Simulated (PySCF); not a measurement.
Molecule: 1-cyclopentenecarbonitrile (SMILES N#CC1=CCCC1).

Geometry (Å), atoms numbered from 1 in this order:
```xyz
14

N     3.4101    1.1376    0.0962
C     2.3048    0.8299    0.0611
C     0.9577    0.4379    0.0187
C    -0.1006    1.2351    0.1773
C    -1.3844    0.4844    0.0366
C    -0.9502   -0.9913    0.0774
C     0.5504   -0.9876   -0.2579
H    -0.0678    2.2953    0.3603
H    -2.0946    0.7346    0.8261
H    -1.8541    0.7404   -0.9184
H    -1.0987   -1.3880    1.0825
H    -1.5216   -1.6074   -0.6144
H     1.1160   -1.7003    0.3430
H     0.7322   -1.2212   -1.3106
```

Frames of a GFN2-xTB Langevin trajectory at 200 K; GIAO PBE0/pcSseg-1 shieldings in PySCF 2.14.0 with density-fitted response routines, gas phase, non-relativistic; equivalent atoms averaged within each frame.

Scale: ¹⁵N (σref 267.73) vs NH3; ¹³C (σref 186.93) and ¹H (σref 31.72) vs TMS (reference shieldings calculated alike). The references are static minima.

How do the shifts (ppm) fluctuate along the trajectory?

Answers


```
         time (fs)     N1     C4     C2     C3    C7    C5    C6    H8  H9/H10  H13/H14
               250  316.5  148.0  119.0  113.6  41.0  37.9  24.8  6.19    2.74     2.69
               425  328.6  154.9  124.2  115.5  37.3  42.5  19.6  7.03    3.25     2.31
               625  321.8  164.3  123.7  129.1  36.2  37.0  28.4  6.99    2.67     2.62
               800  325.2  167.6  121.7  122.5  40.4  37.1  23.7  7.36    2.65     2.51
              1000  344.4  162.5  126.7  124.0  42.0  35.7  21.4  7.29    2.65     2.41
    mean of frames  327.3  159.5  123.1  120.9  39.4  38.0  23.6  6.97    2.79     2.50
standard deviation   10.5    7.9    2.9    6.4   2.5   2.6   3.4  0.47    0.26     0.16
```

5 frames give an uncertainty of the mean of about the standard deviation over 2.2 at best, since frames this close in time may not be independent; classical motion lacks zero-point vibration, and the reference would need the same averaging.
